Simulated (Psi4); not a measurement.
C$_{3}$H$_{7}$O (SMILES CC(C)=[OH+]), charge +1, singlet, geometry from GFN2-xTB; Psi4 with MP2/cc-pVDZ.

Psi4 was given this input:
```
memory 2 GB

molecule mol {
1 1
O    -0.121965   -0.119431    1.327998
C    -0.007982   -0.010990    0.068806
C     0.073735    1.283612   -0.602300
C     0.048491   -1.253400   -0.695854
H    -0.322808    2.104262   -0.004943
H     0.332738   -2.096634   -0.068232
H    -0.402342    1.262464   -1.581957
H     1.130510    1.502235   -0.797786
H     0.692597   -1.168454   -1.569355
H    -0.955880   -1.466878   -1.079958
H    -0.184562    0.703124    1.854335
}

set {
  basis cc-pvdz
  reference rhf
  freeze_core true
  mp2_type conv
  scf_type pk
  puream true
  d_convergence 1e-8
}

energy('mp2')
print_variables()
```

It wrote (shortened):

```
   => Loading Basis Set <=

    Name: CC-PVDZ
    Role: ORBITAL
    Keyword: BASIS

         ---------------------------------------------------------
                                   SCF
               by Justin Turney, Rob Parrish, Andy Simmonett
                          and Daniel G. A. Smith
                              RHF Reference
         ---------------------------------------------------------

  ==> Geometry <==

    Molecular point group: c1
    Full point group: C1

    Geometry (in Angstrom), charge = 1, multiplicity = 1:

       Center              X                  Y                   Z               Mass
    ------------   -----------------  -----------------  -----------------  -----------------
         O           -0.117098462627    -0.105325393487     1.273540004666    15.994914619570
         C           -0.003115462627     0.003115606513     0.014348004666    12.000000000000
         C            0.078601537373     1.297717606513    -0.656757995334    12.000000000000
         C            0.053357537373    -1.239294393487    -0.750311995334    12.000000000000
         H           -0.317941462627     2.118367606513    -0.059400995334     1.007825032230
         H            0.337604537373    -2.082528393487    -0.122689995334     1.007825032230
         H           -0.397475462627     1.276569606513    -1.636414995334     1.007825032230
         H            1.135376537373     1.516340606513    -0.852243995334     1.007825032230
         H            0.697463537373    -1.154348393487    -1.623812995334     1.007825032230
         H           -0.951013462627    -1.452772393487    -1.134415995334     1.007825032230
         H           -0.179695462627     0.717229606513     1.799877004666     1.007825032230

  Running in c1 symmetry.

  Rotational constants: A =      0.32447  B =      0.28710  C =      0.16115 [cm^-1]
  Rotational constants: A =   9727.39259  B =   8606.99139  C =   4831.10227 [MHz]
  Nuclear repulsion =  129.223814279310773

  Charge       = 1
  Multiplicity = 1
  Electrons    = 32
  Nalpha       = 16
  Nbeta        = 16

  ==> Algorithm <==

  SCF Algorithm Type is PK.
  DIIS enabled.
  MOM disabled.
  Fractional occupation disabled.
  Guess Type is SAD.
  Energy threshold   = 1.00e-08
  Density threshold  = 1.00e-08
  Integral threshold = 1.00e-12

  ==> Primary Basis <==

  Basis Set: CC-PVDZ
    Blend: CC-PVDZ
    Number of shells: 45
    Number of basis functions: 91
    Number of Cartesian functions: 95
[...]
  @RHF Final Energy:  -192.30796168901230
    Total Energy =                       -192.3079616890123020
  DIE_IF_NOT_CONVERGED          => (empty)
[...]
  WRITER_FILE_LABEL             => (empty)
  ZORA_BASIS_TOLERANCE          => (empty)
  ZORA_NR_DEBUG                 => (empty)
  ZORA_PRUNING_SCHEME           => (empty)
  ZORA_RADIAL_POINTS            => (empty)
  ZORA_SPHERICAL_POINTS         => (empty)

 ==============================================================================
 ==============================================================================
 ==============================================================================

                             MP2
                    Program Written by Ugur Bozkaya,
              Additional Contributions by J. P. Misiewicz

 ==============================================================================
 ==============================================================================
 ==============================================================================

	MO spaces per irreps...

	IRREP   FC    OCC   VIR  FV
	==============================
	   A     4    12    75    0
	==============================

	Cost of iabc is     48 MB
	Cost of abcd is    240 MB
	Switching to the incore algorithm for iabc..
	Switching to the incore algorithm for abcd..

	Computing MP2 energy using SCF MOs (Canonical MP2)...
	==============================================================================
	Nuclear Repulsion Energy (a.u.)    :   129.22381427931077
	SCF Energy (a.u.)                  :  -192.30796168901230
	REF Energy (a.u.)                  :  -192.30796168901230
	Alpha-Alpha Contribution (a.u.)    :    -0.07074176284643
	Alpha-Beta Contribution (a.u.)     :    -0.44614274804865
	Beta-Beta Contribution (a.u.)      :    -0.07074176284643
	Scaled_SS Correlation Energy (a.u.):    -0.04716117523095
	Scaled_OS Correlation Energy (a.u.):    -0.53537129765839
	SCS-MP2 Total Energy (a.u.)        :  -192.89049416190161
	SOS-MP2 Total Energy (a.u.)        :  -192.84333298667067
	SCSN-MP2 Total Energy (a.u.)       :  -192.55697269423172
	SCS-MP2-VDW Total Energy (a.u.)    :  -192.94976616936100
	SOS-PI-MP2 Total Energy (a.u.)     :  -192.93256153628042
	MP2 Correlation Energy (a.u.)      :    -0.58762627374151
	MP2 Total Energy (a.u.)            :  -192.89558796275381
	==============================================================================

  Variable Map:
  ----------------------------------------------------------------------------
[...]
  Array Variable Map:
  ----------------------------------------------------------------------------
[...]
[...]
```
